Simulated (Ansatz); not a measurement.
`F[CH2][SnH3]` + `CCN` → `CC[NH][SnH3]` + `CF` at 700 K and 1 bar (ligand exchange at the Sn–C bond).

Gas-phase electronic energies from Ansatz, PBE0-D4/def2-TZVP geometries. CCSD(T)/CBS adds triple-zeta CCSD(T) − MP2 to the extrapolated MP2 energy (def2 sets, frozen cores). This one scheme is used for every species. def2 core potentials past Kr. For Sn outer-core shells are correlated without core-valence functions, which leaves a few kJ/mol of doubt a bond. Each species was taken in one conformer, which may not be the lowest.

| species | CCSD(T)/CBS energy (Eh) | H − E (kJ/mol) | S (J/(mol·K)) |
| --- | --- | --- | --- |
| `F[CH2][SnH3]` | -354.83026 | 189.8 | 407.7 |
| `CCN` | -135.01652 | 298.7 | 354.6 |
| `CC[NH][SnH3]` | -350.22359 | 353.5 | 485.9 |
| `CF` | -139.63461 | 133.6 | 263.9 |

H − E and S are ideal-gas, rigid-rotor, harmonic terms from PBE0-D4/def2-TZVP, for one conformer and one mirror image of each species. 1 Eh = 2625.50 kJ/mol, R = 8.31446 J/(mol·K).

Problem. By hand: ΔE, ΔH, ΔS and ΔG.

Solution. ΔE = (-350.22359) + (-139.63461) − (-354.83026) − (-135.01652) = -0.01142 Eh = -30.0 kJ/mol. Δ(H − E) = 353.5 + 133.6 − 189.8 − 298.7 = -1.4, so ΔH = -31.4 kJ/mol. ΔS = 485.9 + 263.9 − 407.7 − 354.6 = -12.5 J/(mol·K). ΔG = -31.4 − 700 × (-12.5)/1000 = -22.6 kJ/mol.

Problem. By hand: the equilibrium constant, and the temperature at which ΔG would vanish if ΔH and ΔS stayed fixed.

Solution. log₁₀ K = −ΔG/(RT ln 10) = 1.7. ΔG = 0 at ΔH/ΔS = 2512 K, far beyond where these terms or the molecules hold.

The number of gas molecules stays the same, so ΔS is small and ΔH decides. A doubt of 5 kJ/mol in ΔE shifts log₁₀ K by 0.4 here. Other conformers and mirror images would add mixing entropy, several J/(mol·K) or more a flexible species. These are equilibria of isolated gas molecules and say nothing of rates. Largest T1 diagnostic: 0.013 (customary marks: 0.02 for closed shells, 0.045 for open ones).
